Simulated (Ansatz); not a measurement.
System: C3H2F2, charge 0, singlet. C3H2F2 (SMILES C(=CF)=CF).
B3LYP-D3(BJ)/def2-TZVP minimum from Ansatz (a first-principles code):
```xyz
7

F      2.0983     0.6173    -0.5035
C      1.3080    -0.2150     0.2049
C      0.0279    -0.2993     0.0107
C     -1.2446    -0.4664    -0.1806
F     -2.1794     0.2539     0.4724
H      1.8690    -0.7808     0.9383
H     -1.6868    -1.1763    -0.8685
```
Charge 0, spin multiplicity 1.

Atomisation energy term by term, kcal/mol (programs: Ansatz). Radicals and triplets start from unrestricted determinants; spin-orbit coupling is neglected. Correlated methods leave the cores frozen. Rows without X2C or -DK are non-relativistic. CBS(X,Y): correlation extrapolated as X^-3, Hartree-Fock from the larger set. A bracket is a step between two methods taken in the basis named. '+ core + X2C': CCSD(T) terms for core correlation (cc-pwCVTZ) and scalar relativity (cc-pVTZ-DK). For partners of very few electrons the exact lower level stands in for a higher one. The restricted determinant of C3H2F2 (FC=C=CF, singlet) is unstable towards broken spin symmetry in at least one set run.

| term | basis | kcal/mol |
|---|---|---|
| Hartree-Fock | cc-pVQZ | 490.89 |
| CCSD correlation | CBS(cc-pVTZ,cc-pVQZ) | 199.73 |
| (T) | CBS(cc-pVTZ,cc-pVQZ) | 18.63 |
| CCSDT(Q) - CCSD(T) | cc-pVDZ | 1.17 |
| core correlation | cc-pwCVTZ | 3.59 |
| scalar relativity | X2C, cc-pVTZ-DK | -0.82 |
| sum: De |  | 713.2 |
